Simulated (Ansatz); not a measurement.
Clusters of 6 atoms, halide: PBE-D4/def2-TZVPD single points in Ansatz on relaxed structures, gas phase. Each cluster is the lowest isomer that a short search found in that spin, judged at the geometry's level, and lower ones may exist. HOMO and LUMO are taken over both spins. A negative affinity means that the extra electron isn't bound at that geometry and level; within about 0.2 eV of zero the sign isn't settled. Binding counts from free atoms in the multiplicity of their measured ground term, without zero-point energy. Singlets are spin-restricted. The spins of the ions were chosen, not always searched. A dash marks a value that wasn't run or was left out as unsound. The structures are stationary points that may keep the symmetry of their start. Remarks come from the PBE and PBE0 runs and from stability tests at other levels; not every state was tested. A HOMO above zero means that the electron is unbound at that level and held by the basis, or that self-interaction error raises the level; the energy of removing that electron tells which. HOMO above LUMO (over both spins in singlets and doublets, within one spin in higher multiplets; at PBE or PBE0), or a gap under 0.15 eV within one spin, warns that the state may not be the lowest or that an electron is smeared out.

| species | atoms | state | geometry | HOMO (eV) | LUMO (eV) | gap (eV) | vertical EA (eV) | binding per atom (eV) | point group (within 0.1 Å) | remarks |
| --- | --- | --- | --- | --- | --- | --- | --- | --- | --- | --- |
| Na3Cl3⁻ | 6 | doublet | PBE-D4/def2-SVPD | 0.46 | – | – | – | – | Cs | HOMO above zero at PBE or PBE0 |
| Li3Cl3 | 6 | singlet | PBE-D4/def2-SVP | -7.10 | -1.24 | 5.86 | 0.06 | 3.04 | D3h | HOMO above zero (-1 doublet) |
| Be2Cl4 | 6 | singlet | r2SCAN-D4/def2-SVP | -7.77 | -1.59 | 6.18 | -0.13 | 3.49 | D2h | HOMO above zero (-1 doublet) |
| Li3H3⁻ | 6 | doublet | PBE-D4/def2-TZVPD | 1.14 | – | – | – | – | Cs | HOMO above zero at PBE or PBE0 |
| Na3H3 | 6 | singlet | PBE0-D4/def2-TZVP | -4.57 | -0.77 | 3.80 | 0.07 | – | D3h | HOMO above zero (-1 doublet), gap within one spin near zero at PBE or PBE0 (-1 doublet) |
| Li3F3 | 6 | singlet | r2SCAN-D4/def2-TZVP | -7.38 | -0.82 | 6.57 | -0.21 | 3.80 | D3h | HOMO above zero (-1 doublet), gap within one spin near zero at PBE or PBE0 (-1 doublet) |
| Zn2Br4 | 6 | singlet | r2SCAN-D4/def2-SVP | -7.08 | -2.74 | 4.34 | 0.80 | 2.13 | – | HOMO above zero (-1 doublet) |
| Li3H3 | 6 | singlet | r2SCAN-D4/def2-TZVP | -5.27 | -0.89 | 4.38 | -0.18 | 1.85 | D3h | HOMO above zero (-1 doublet), gap within one spin near zero at PBE or PBE0 (-1 doublet) |

The gap (eV) runs from 3.80 (Na3H3) to 6.57 (Li3F3). The vertical EA (eV) runs from -0.21 (Li3F3) to 0.80 (Zn2Br4).
